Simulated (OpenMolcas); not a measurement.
# V4+: moving the ligands

V4+ with 3 ligands (chloride) in trigonal planar coordination (D3h) at 2.15 Å. Ligand basis ANO-RCC-VDZP.

```
Program             : OpenMolcas 26.06
Method              : SS-CASPT2, IPEA 0.25 Eh, imaginary shift 0.1 Eh (closed shells correlated: 3s 3p and the ligand valence shells)
Basis               : ANO-RCC-VDZP [5s4p2d1f]
Scalar Hamiltonian  : DKH2, point nucleus
Active space        : 1 electron in 5 orbitals (3d)
State averaging     : 2S+1 = 2 even, 5 roots
Spin-orbit coupling : RASSI with atomic mean-field integrals over the reference wave functions
```

Runs around this geometry, states (labels of D3, the rotations of D3h). Energies in cm-1 above the lowest state or level, χT in cm3 K/mol.

```
R (Å)  Ground state  First state of that spin  First gap with spin-orbit (degeneracies)  χT at 300 K
 2.12           2A1                   2E 5630                               5550 (2, 2)        0.376
 2.15           2A1                   2E 5340                               5260 (2, 2)        0.376
 2.24           2A1                   2E 4550                               4480 (2, 2)        0.376
```

Taking the first state of the same spin as R^-n, n = -ln(4550 / 5630) / ln(2.24 / 2.12) = 3.9 between the shortest and longest distance.

Roots that are degenerate in the reference are averaged as groups; the widest CASPT2 spread within a group is 320 cm-1 (the 2-fold group of multiplicity 2 near 20200 cm-1 above the lowest state of its run, R = 2.15). Shifts and gaps below about the spread of the groups concerned are not significant. Over all roots computed the reference weight is 0.71 to 0.72 in R = 2.12, 0.71 in R = 2.15, 0.70 in R = 2.24; a low but even weight reflects the number of correlated electrons. Ligand-to-metal charge-transfer states are missing. The least metal-like active orbital is 75 % on the metal (Löwdin) and no ligand orbital is active, so the numbers are rough (holds for R = 2.12; R = 2.15). The least metal-like active orbital is 76 % on the metal (Löwdin) and no ligand orbital is active, so the numbers are rough (holds for R = 2.24). No measured value stands beside these numbers; the geometry is a model, was not optimised and need not be the one that this ion takes.
